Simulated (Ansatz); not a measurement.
`N#[C][AlH][Cl]` + CH₃OH → `C[O][AlH][Cl]` + `C#N` at 500 K and 1 bar (ligand exchange at the Al–C bond).

Program: Ansatz. Geometries: PBE0-D4/def2-TZVP. ΔE: electronic, gas phase. CBS: MP2 limit from def2 TZ/QZ plus the TZ coupled-cluster correction, frozen cores. This one scheme is used for every species. Each species was taken in one conformer, which may not be the lowest.

```json
{"species": "`N#[C][AlH][Cl]`", "CCSD(T)/CBS energy (Eh)": "-795.20880", "H − E (kJ/mol)": "75.7", "S (J/(mol·K))": "353.2"}
{"species": "CH₃OH", "CCSD(T)/CBS energy (Eh)": "-115.61712", "H − E (kJ/mol)": "157.0", "S (J/(mol·K))": "265.4"}
{"species": "`C[O][AlH][Cl]`", "CCSD(T)/CBS energy (Eh)": "-817.53357", "H − E (kJ/mol)": "171.8", "S (J/(mol·K))": "383.8"}
{"species": "`C#N`", "CCSD(T)/CBS energy (Eh)": "-93.32098", "H − E (kJ/mol)": "60.1", "S (J/(mol·K))": "220.8"}
```

H − E and S are ideal-gas, rigid-rotor, harmonic terms from PBE0-D4/def2-TZVP, for one conformer and one mirror image of each species. 1 Eh = 2625.50 kJ/mol, R = 8.31446 J/(mol·K).

Q: By hand: ΔE, ΔH, ΔS and ΔG.

A: ΔE = (-817.53357) + (-93.32098) − (-795.20880) − (-115.61712) = -0.02863 Eh = -75.2 kJ/mol. Δ(H − E) = 171.8 + 60.1 − 75.7 − 157.0 = -0.8, so ΔH = -76.0 kJ/mol. ΔS = 383.8 + 220.8 − 353.2 − 265.4 = -14.0 J/(mol·K). ΔG = -76.0 − 500 × (-14.0)/1000 = -69.0 kJ/mol.

Q: By hand: the equilibrium constant, and the temperature at which ΔG would vanish if ΔH and ΔS stayed fixed.

A: log₁₀ K = −ΔG/(RT ln 10) = 7.2. ΔG = 0 at ΔH/ΔS = 5429 K, far beyond where these terms or the molecules hold.

The number of gas molecules stays the same, so ΔS is small and ΔH decides. A doubt of 5 kJ/mol in ΔE shifts log₁₀ K by 0.5 here. Other conformers and mirror images would add mixing entropy, several J/(mol·K) or more a flexible species. These are equilibria of isolated gas molecules and say nothing of rates. Largest T1 diagnostic: 0.014 (customary marks: 0.02 for closed shells, 0.045 for open ones).
